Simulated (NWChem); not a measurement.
System: CH$_{6}$ClNSi; SMILES N[Si@@H](C)Cl

Input file for NWChem:

```
start job
memory heap 200 mb stack 900 mb global 1100 mb
geometry units angstroms noautoz
  C     -1.368707    -1.418268     0.239744
  Si     0.052425    -0.375840    -0.391623
  N      1.550497    -1.065590     0.106389
  Cl    -0.268504     1.592306     0.305966
  H     -1.306157    -2.432155    -0.171332
  H     -1.351727    -1.490757     1.333331
  H     -2.331451    -0.984156    -0.048929
  H      0.099814    -0.252208    -1.866105
  H      2.414021    -0.705284    -0.284283
  H      1.683515    -1.324278     1.078005
end
basis spherical
  * library 6-31g*
end
dft
  xc b3lyp
  iterations 150
  vectors input atomic output neutral.movecs
end
task dft energy
charge 1
dft
  odft
  mult 2
  vectors input atomic output cation.movecs
end
task dft energy
```

All runs use the structure optimised with B3LYP/6-31G* (spherical d).

Ions are spin-unrestricted doublets at the neutral geometry; other ion states weren't tried.

### Question
Give the results of this calculation. (B3LYP/6-31G* (spherical d), vertical spin-unrestricted ions.) Quantities: vertical ionisation energy, ΔSCF (eV); −ε(HOMO) (eV).

### Answer
| Property | Result |
|---|---|
| vertical ionisation energy, ΔSCF (eV) | 9.93 |
| −ε(HOMO) (eV) | 7.36 |
